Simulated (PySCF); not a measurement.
CH11O2PSi3.
Z-matrix (Å and degrees, GFN2-xTB geometry), rows numbered from 1:
```
C 
O   1  1.3940
Si  2  1.6309  1  126.53
P   3  2.2685  2  107.97  1    41.54
Si  3  2.2962  2   99.12  1   168.71
O   5  1.6232  3  103.40  2  -175.53
Si  6  1.6196  5  162.12  3   166.73
H   1  1.0936  2  110.58  3   -46.20
H   1  1.0922  2  110.50  3    74.00
H   1  1.0901  2  108.23  3  -166.15
H   3  1.4853  2  109.39  1   -66.70
H   4  1.3868  3   95.37  2    73.53
H   4  1.3815  3   95.22  2   166.34
H   5  1.4683  3  116.47  2    68.57
H   5  1.4728  3  117.04  2   -59.40
H   7  1.4612  6  104.02  5  -168.46
H   7  1.4606  6  107.59  5    71.38
H   7  1.4601  6  108.18  5   -48.89
```

Computed with PySCF 2.14.0, density-fitted response routines, TDDFT B3LYP/def2-SVPD, vertical, gas phase, core orbitals frozen in the response. Note that the optimisation stopped short of convergence; the values belong to its last geometry.

| state | E (eV) | ν̃ (cm⁻¹) | f | \|μ\| (D) | main configurations (H = HOMO, L = LUMO) |
| --- | --- | --- | --- | --- | --- |
| S1 | 5.23 | 42180 | 0.089 | 2.11 | H→L (93%) |
| S2 | 5.75 | 46390 | 0.0076 | 0.59 | H-1→L (95%) |
| S3 | 5.97 | 48130 | 0.051 | 1.50 | H→L+1 (72%), H→L+2 (21%) |
| S4 | 6.08 | 49050 | 0.052 | 1.50 | H→L+2 (46%), H→L+3 (28%), H→L+1 (21%) |
| S5 | 6.34 | 51140 | 0.0027 | 0.34 | H-2→L (98%) |
| S6 | 6.39 | 51500 | 0.135 | 2.36 | H→L+3 (49%), H→L+2 (26%) |
| S7 | 6.52 | 52610 | 0.021 | 0.92 | H-3→L (75%), H-1→L+2 (16%) |
| S8 | 6.67 | 53800 | 0.030 | 1.09 | H-1→L+1 (91%) |

Triplets (Tamm–Dancoff): T1 4.62 eV, H→L (88%); T2 5.31 eV, H-1→L (53%), H→L+1 (19%), H→L+2 (18%); T3 5.48 eV, H→L+1 (48%), H-1→L (35%).

The lowest singlet lies at 5.23 eV (237 nm, ultraviolet) and is of moderate strength; its leading configuration is HOMO→LUMO (93%). The most intense listed level is S6 at 6.39 eV (194 nm, f = 0.135), 1.16 eV above S1. Löwdin shares by element: HOMO phosphorus 47%, silicon 25% or more, oxygen 7% or more (atoms not listed hold the other 21%); LUMO silicon 51%, phosphorus 11% (atoms not listed hold the other 38%). The listed states span 1.44 eV, and the widest gap between neighbours is 0.52 eV (S1 to S2). Orbital energies (eV): HOMO-3 -8.42, HOMO-2 -8.29, HOMO-1 -7.67, HOMO -6.95, LUMO -0.98, LUMO+1 -0.14, LUMO+2 -0.10. The oscillator strengths of these states sum to 0.388; summed over the whole spectrum of an exact calculation they would give the number of electrons, 90 (Thomas–Reiche–Kuhn). The window holds the lowest 8 singlets.

One conformer stands for the species.
